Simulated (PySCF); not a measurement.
Run record: geometry optimisation, TeMe2, `C[Te]C`.

Method: PBE0-D3(BJ)/def2-SVP geometry optimisation, gas phase, def2 core potentials past Kr (PySCF 2.14.0). Start geometry: GFN2-xTB. The input is one job of a driver script: a line of settings, then coordinates in Å.

Input:
```
{"job": {"xc": "PBE0", "basis": "def2-SVP", "d3": "d3bj", "grid": 1, "maxiter": 30, "shake": 0.03, "kind": "geom"}, "charge": 0, "multiplicity": 1}
Te     0.066780    -0.067750    -1.478880
C      1.542940    -0.030310     0.004070
H      1.424520    -0.918530     0.589660
H      1.578760     0.863210     0.634360
H      2.508110    -0.025890    -0.524410
C     -1.572720     0.032460    -0.011470
H     -1.472660     0.907030     0.603080
H     -1.422620    -0.838980     0.613470
H     -2.520370     0.009330    -0.455540
```

Output:
```
step   0  E = -347.67552063  max force = 0.042966
step   1  E = -347.68169418  max force = 0.007405
step   2  E = -347.68229945  max force = 0.002504
step   3  E = -347.68236264  max force = 0.000664
step   4  E = -347.68237005  max force = 0.000258
optimisation converged
```

Energies in Eh; «max force» is the largest Cartesian gradient component in Eh/bohr.

Problem. How much energy does the optimisation release, in kcal/mol?

Solution. E(step 0) − E(last step) = 0.006849 Eh, which is 4.3 kcal/mol.

Problem. Give the first gradient maximum in eV/Å.

Solution. With 1 Eh/bohr = 51.422 eV/Å, 2.209 eV/Å.

In short: final energy -347.68237 Eh after 4 steps; dipole 1.21 D.

Problem. Where do the atoms end?

Solution. 0.061 Å rms from the input after alignment:
```
atom  x, y, z in Å
Te1    0.0080   -0.0222   -1.4675
C2     1.5849   -0.0348   -0.0027
H3     1.5064   -0.9321    0.6242
H4     1.5293    0.8717    0.6134
H5     2.5408   -0.0508   -0.5432
C6    -1.5556    0.0197    0.0102
H7    -1.4750    0.9329    0.6133
H8    -1.4900   -0.8710    0.6481
H9    -2.5161    0.0172   -0.5215
```

The run took 13 s of wall time on one thread of an Arm Neoverse V2, no GPU (shared host), and the process peaked at 0.33 GiB of memory.
Labels such as C1 count atoms from 1, the log's own numbers from 0.
